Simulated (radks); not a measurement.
Values are calculated unless marked as measured or tabulated.
Species: the strontium ion Sr2+. Configuration: [Kr] (the NIST ground configuration). Code: a radial shooting solver on a logarithmic mesh with Libxc functionals. Model: Dirac Kohn-Sham, PBE, spin-unpolarised, spherical densities, finite nucleus; Fermi nuclear charge, rms radius 4.224 fm.

Spin-orbit splittings of the eigenvalues, e(l+1/2) - e(l-1/2), with zeta = 2 splitting/(2l+1) and mean radii in bohr:

shell,occ.,splitting (eV),zeta (eV),<r> j=l-1/2,<r> j=l+1/2
2p,6,68.41,45.61,0.1475,0.1517
3p,6,10.49,6.992,0.4913,0.5017
3d,10,1.831,0.7323,0.4960,0.4997
4p,6,1.182,0.7883,1.527,1.559
